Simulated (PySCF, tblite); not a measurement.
Isomers of C6H9ClSi. All values are computed: GFN2-xTB (tblite) harmonic vibrations without scaling, gas phase. The method is semi-empirical: single wavenumbers can be off by several per cent or more. Modes of hydrogen on silicon can be 10 to 20 % off. One conformer each.

Electronic energies: PBE0/pcSseg-1 single points on the GFN2-xTB geometries (PySCF, gas phase).

| SMILES | electronic energy, lowest = 0 (kJ/mol) |
| --- | --- |
| C=CCC1=C[SiH2][C@H]1Cl | 192.7 |
| C#CC/C(Cl)=C(/C)[SiH3] | 288.8 |
| C=C=C1CCC[Si@@H]1Cl | 0.0 |
| CC1=C[SiH2][C@H]1/C=C\Cl | 176.2 |

Question: How do GFN2-xTB zero-point energies change the relative energies?

Answer: 
```tsv
SMILES	ZPE (kJ/mol)	of it from modes above 1550 cm⁻¹	electronic (kJ/mol)	with ZPE, lowest = 0 (kJ/mol)	lowest mode (cm⁻¹)	rings
C=C=C1CCC[Si@@H]1Cl	338.7	169.5	0.0	0.0	46	1
CC1=C[SiH2][C@H]1/C=C\Cl	326.4	173.9	176.2	163.9	27	1
C=CCC1=C[SiH2][C@H]1Cl	326.8	174.5	192.7	180.8	25	1
C#CC/C(Cl)=C(/C)[SiH3]	315.2	174.0	288.8	265.3	23	0
```

The zero-point energies span 23.5 kJ/mol, from `C#CC/C(Cl)=C(/C)[SiH3]` to `C=C=C1CCC[Si@@H]1Cl`. The order is unchanged.

Question: And how do the electronic energies of GFN2-xTB itself compare?

Answer: `C=C=C1CCC[Si@@H]1Cl` 0.0; `CC1=C[SiH2][C@H]1/C=C\Cl` 144.9; `C=CCC1=C[SiH2][C@H]1Cl` 172.3; `C#CC/C(Cl)=C(/C)[SiH3]` 174.6 kJ/mol, lowest = 0. Against the energies above, taken from the same isomer `C=C=C1CCC[Si@@H]1Cl`, the largest difference is 114.2 kJ/mol.
